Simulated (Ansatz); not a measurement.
Consider the substitution at a C–C bond: `FC(F)C[SiH3]` + `[OH][AlH2]` → `[AlH2][O]C[SiH3]` + difluoromethane.

Program: Ansatz. Geometries: PBE0-D4/def2-TZVP. ΔE: electronic, gas phase. CCSD(T)/CBS is the MP2 limit (def2-TZVPP, def2-QZVPP) plus CCSD(T) − MP2 in def2-TZVPP, frozen cores. This one scheme is used for every species. Each species was taken in one conformer, which may not be the lowest.

`FC(F)C[SiH3]`:

Cartesian coordinates in Å:
```
F 1.887 -0.349 0.608
C 0.684 -0.102 1.200
F 0.938 0.674 2.290
C -0.235 0.603 0.247
Si -0.565 -0.344 -1.352
H 0.293 -1.058 1.564
H -1.187 0.777 0.755
H 0.196 1.581 0.012
H -1.669 0.335 -2.079
H 0.641 -0.382 -2.214
H -0.982 -1.735 -1.030
```

`[OH][AlH2]`:

Z-matrix (Å, degrees):
```
Al
O 1 1.696
H 1 1.585 2 119.7
H 1 1.577 2 116.0 3 -180.0
H 2 0.956 1 123.4 3 -0.0
```

`[AlH2][O]C[SiH3]`:

```xyz
11

Al    1.825    0.567   -1.354
O     0.892    0.578    0.056
C    -0.490    0.658    0.305
Si   -1.115   -0.992    0.985
H     1.086    0.731   -2.746
H     3.379    0.397   -1.156
H    -0.684    1.454    1.035
H    -1.060    0.922   -0.598
H    -2.582   -0.928    1.235
H    -0.837   -2.060   -0.015
H    -0.415   -1.327    2.252
```

`FCF`:

Z-matrix (Å, degrees):
```
C
F 1 1.351
F 1 1.351 2 108.6
H 1 1.093 2 108.8 3 118.2
H 1 1.094 2 108.8 3 -118.2
```

| species | MP2/CBS(def2) energy (Eh) |
| --- | --- |
| `FC(F)C[SiH3]` | -568.30042 |
| `[OH][AlH2]` | -319.00372 |
| `[AlH2][O]C[SiH3]` | -648.47032 |
| `FCF` | -238.79448 |

Work out ΔE.

ΔE = (-648.47032) + (-238.79448) − (-568.30042) − (-319.00372) = 0.03934 Eh = +103.3 kJ/mol. CCSD(T)/CBS gives +97.9 kJ/mol.

What do rigid-rotor, harmonic-oscillator terms from PBE0-D4/def2-TZVP frequencies (298.15 K, 1 bar) make of the CCSD(T)/CBS value? (Estimate.)

The calculation gave: ΔZPE = +1.6 kJ/mol, ΔH = +100.1 kJ/mol, ΔS = 9 J/(mol·K), ΔG = +97.3 kJ/mol. Modes under 50 cm⁻¹ make the entropy rough.

Largest T1 diagnostic among the species: 0.013.

At CCSD(T), def2-SVP lies −11.1 kJ/mol from the extrapolated value and def2-TZVPP −2.9 kJ/mol. Leaving LDA and LC-ωPBE aside and taking each functional with its dispersion term where it has one, the values, not all of them listed here, spread over 17.6 kJ/mol, from BLYP-D4 to PBE-QIDH. LDA lies +8.5 kJ/mol from PBE without D4.
